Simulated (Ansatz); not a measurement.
A structure relaxed at PBE0-D4/def2-TZVP, charge 0, multiplicity 1:

Cartesian coordinates in Å:
```
Si -1.086 -1.211 -0.021
C 0.361 -0.013 0.170
S 1.948 -0.763 -0.152
C 0.137 1.421 -0.028
O 0.262 0.888 1.276
H -0.874 -2.397 0.845
H -2.312 -0.481 0.389
H -1.192 -1.641 -1.438
H 2.638 0.366 -0.385
H 0.969 2.036 -0.364
H -0.851 1.794 -0.293
```

Give its formula and SMILES.

C2H6OSSi, `[SiH3]C1(S)CO1`.

Summarise the bond lengths by kind.

1 × C–Si 1.889 Å; 3 × H–Si 1.484 Å; 1 × C–S 1.785 Å; 1 × C–C 1.465 Å; 2 × C–O 1.415 to 1.430 Å; 1 × H–S 1.344 Å; 2 × C–H 1.088 to 1.089 Å.

Program: Ansatz 0.2.0.
